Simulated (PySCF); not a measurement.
Compound: [Au(OH)4]- (charge -1 and singlet state).
SMILES: `[OH][Au-]([OH])([OH])[OH]`

Computed with TDDFT wB97X-D/def2-SVPD, vertical, gas phase, core orbitals frozen in the response, def2 core potentials past Kr (PySCF). Isolated species at its PBE0-D3(BJ)/def2-SVP geometry, gas phase. Spin–orbit coupling is left out.

Orbital energies (eV): HOMO-3 -6.00, HOMO-2 -5.52, HOMO-1 -4.46, HOMO -4.45, LUMO 4.67, LUMO+1 5.52, LUMO+2 6.34.

Lowest singlets, with some entries withheld (?). The highest level found (6.35 eV, f 0.283 so far) is left out, since the window may have cut off a degenerate partner. Orbitals of the list HOMO-3 to LUMO+2 that lie within 0.01 eV of each other are written together with a slash and their weights summed (≥ marks a lower bound); for degenerate orbitals outside that list single weights are arbitrary.

```json
{"state": "S1", "λ (nm)": "334.3", "f": "0.0000", "main configurations (H = HOMO, L = LUMO)": "H-1/H→L (≥94%)"}
{"state": "S2", "λ (nm)": "334.1", "f": "0.0000", "main configurations (H = HOMO, L = LUMO)": "H-1/H→L (≥94%)"}
{"state": "S3", "λ (nm)": "?", "f": "0.0023", "main configurations (H = HOMO, L = LUMO)": "H-2→L (72%), H-7→L (25%)"}
{"state": "S4", "λ (nm)": "243.3", "f": "0.0009", "main configurations (H = HOMO, L = LUMO)": "H-7→L (69%), H-2→L (26%)"}
{"state": "S5", "λ (nm)": "238.3", "f": "?", "main configurations (H = HOMO, L = LUMO)": "?"}
{"state": "S6", "λ (nm)": "214.9", "f": "?", "main configurations (H = HOMO, L = LUMO)": "H-1/H→L+1 (≥88%)"}
{"state": "S7", "λ (nm)": "214.9", "f": "?", "main configurations (H = HOMO, L = LUMO)": "H-1/H→L+1 (≥88%)"}
{"state": "S8", "λ (nm)": "?", "f": "0.0000", "main configurations (H = HOMO, L = LUMO)": "H-6→L (93%)"}
{"state": "S9", "λ (nm)": "196.5", "f": "?", "main configurations (H = HOMO, L = LUMO)": "?"}
```

Problem. What stands in place of each question mark?

Solution. 
- S3: λ = 244.3 nm
- S5: f = 0.0000; H-5→L (91%)
- S6: f = 0.0000
- S7: f = 0.0000
- S8: λ = 211.9 nm
- S9: f = 0.0001; H-2→L+1 (39%), H-1/H→L+2 (≥25%), H-1/H→L+3 (≥25%)

Problem. How far apart are S3 and S4, in eV and cm⁻¹?

Solution. 5.095 − 5.076 = 0.019 eV, or about 150 cm⁻¹.

Problem. Where do the lowest triplets lie (Tamm–Dancoff)?

Solution. T1 3.19 eV, H-1/H→L (≥90%); T2 3.19 eV, H-1/H→L (≥90%); T3 4.60 eV, H-5→L (92%). E(S1) − E(T1) = +0.52 eV.

Problem. What is the mean static polarisability from the same response equations?

Solution. 69.3 au (10.26 Å³), with principal values 48.4, 79.6 and 79.8 au.

No detachment energy is given for this anion; states above it aren't bound, and a finite basis only mimics them.
